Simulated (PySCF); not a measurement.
**Mo(21+) (molybdenum, charge +21): UHF calculation**

Configuration: [Ar] 3d3, high-spin 4F determinant. Calculation: PySCF 2.14, in an even-tempered Gaussian basis (19 s from 2.1 bohr⁻², ratio 2.5; 12 p from 2.7 bohr⁻², ratio 2.5; 8 d from 2.7 bohr⁻², ratio 2.5; 4 f from 11 bohr⁻², ratio 2.7; 3 g from 16 bohr⁻², ratio 2.7); scalar relativity by spin-free X2C-1e.

```
Total energy             : -3796.217289 hartree
One-electron energy      : -4600.0151 hartree
Hartree (Coulomb) energy : 901.3631 hartree
Exchange energy          : -97.5653 hartree
⟨S²⟩                     : 3.7506
⟨L²⟩                     : 12.005
Sum of ⟨r⟩               : 5.376 bohr
Sum of ⟨r²⟩              : 2.046 bohr²
```

```tsv
shell	electrons	mean orbital energy (eV)	rms radius, mean of both spins (bohr)
1s α	1	-20910.7	0.0404
1s β	1	-20910.5	0.0404
2s α	1	-3712.4	0.165
2s β	1	-3700.0	0.165
2p α	3	-3400.4	0.147
2p β	3	-3388.2	0.147
3s α	1	-1209.3	0.424
3s β	1	-1193.2	0.424
3p α	3	-1102.6	0.420
3p β	3	-1082.4	0.420
3d α	3	-957.03	0.383
```

Spin-orbit coupling, absent here, splits the open shell strongly.

Densities and radii are taken from the X2C orbitals without a picture-change correction, which distorts them close to the nucleus.

Spin-orbit constants ζ (cm⁻¹) from the X2C one-electron operator on these orbitals: bare nucleus, nucleus screened by l(l+1)(2l+1)/3 electrons, and screened by the Breit-Pauli mean field of the electrons.

```csv
shell,bare,screened nucleus,mean field
2p,584600,556700,544400
3p,118700,113000,110400
3d,18300,13940,13670
```

To first order the Landé constant is A = 4555 cm⁻¹, so the lowest level has J = 3/2 and lies 3.39 eV below the centre of the term. This holds in LS coupling only.
